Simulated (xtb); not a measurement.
Si(AsH2)2(F)(H) (As2FH5Si), SMILES F[SiH]([AsH2])[AsH2]. All values are semi-empirical tight-binding results from xtb (GFN2-xTB unless named), good for trends rather than for accurate numbers. Geometry optimised at GFN2-xTB.

Optimised geometry:

Bonds (Å): Si1–F2 1.637, Si1–As3 2.345, Si1–As4 2.343, Si1–H5 1.469, As3–H6 1.507, As3–H7 1.508, As4–H8 1.508, As4–H9 1.503. Bond angles (°): F2–Si1–As3 104.0, F2–Si1–As4 103.7, F2–Si1–H5 100.1, As3–Si1–As4 119.2, As3–Si1–H5 112.0, As4–Si1–H5 114.7, Si1–As3–H6 91.2, Si1–As3–H7 91.3, H6–As3–H7 88.8, Si1–As4–H8 91.8, Si1–As4–H9 92.7, H8–As4–H9 88.7.

A frequency run showed that this geometry is not a minimum.

Task: Estimate the properties. (An estimate is asked for; the answer gives what the named calculation found.)

Result: 
```
Quantity                                           Value
-----------------------------------------  -------------
orbital gap                                      4.13 eV
static polarisability (D4 model)              93.4 bohr³
solvation energy, GFN2-xTB/ALPB(water)     -2.1 kcal/mol
solvation energy, GFN2-xTB/ALPB(methanol)  -4.4 kcal/mol
```

Computed atomic charges and the Wiberg bond orders between heavy atoms:
charges (e) Si1 0.50, F2 -0.31, As3 0.04, As4 0.05, H5 -0.09, H6 -0.05, H7 -0.04, H8 -0.05, H9 -0.04. Bond orders Si1–F2 1.04, Si1–As3 0.91, Si1–As4 0.91.
